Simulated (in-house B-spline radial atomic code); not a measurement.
Functionals against NIST's ionisation energies down a group: Ne⁺ to Xe⁺

Ionisation energies as differences of self-consistent total energies from a B-spline radial code for spherical atoms: all electrons, radial basis limit, scalar-relativistic (one-electron X2C), spin-polarised at highest spin, spherical densities; exact exchange is averaged over the determinants of each configuration. No spin-orbit coupling, Breit or QED terms. NIST's values run from ground level to ground level, so in open shells the differences also hold multiplet and fine-structure energies that spherical high-spin averages miss. For p electrons of heavy elements the spin-orbit part alone reaches an electronvolt or more. Columns give computed minus NIST, in eV; a star marks a semi-empirical value. Species are left out where the tabulated value is theory, is uncertain by more than 0.12 eV, or (13 ions, such as In⁴⁺, Te⁴⁺ and Bi⁴⁺) lies off its series for all methods alike, which flatters the means a little.

| species | shell | NIST (eV) | BLYP | BP86 | B3LYP | CAM-B3LYP | r2SCAN0 | revTPSS |
| --- | --- | --- | --- | --- | --- | --- | --- | --- |
| Ne⁺ | 2p | 40.96 | +0.43 | +0.53 | +0.46 | +0.43 | +0.22 | +0.28 |
| Ar⁺ | 3p | 27.63 | -0.06 | +0.18 | +0.12 | +0.11 | +0.08 | +0.07 |
| Kr⁺ | 4p | 24.36 | -0.07 | +0.17 | +0.12 | +0.12 | +0.16 | +0.08 |
| Xe⁺ | 5p | 20.98* | +0.04 | +0.30 | +0.24 | +0.26 | +0.25 | +0.19 |

Q: How do the methods rank, and which species is hardest?

A: Mean absolute (signed) differences: BLYP 0.15 (+0.08) eV; revTPSS 0.15 (+0.15) eV; r2SCAN0 0.18 (+0.18) eV; CAM-B3LYP 0.23 (+0.23) eV; B3LYP 0.24 (+0.24) eV; BP86 0.30 (+0.30) eV. For Ne⁺, which loses a 2p electron, the nearest method is off by +0.22 eV, the largest such miss. The first two are tied within the accuracy of the references.
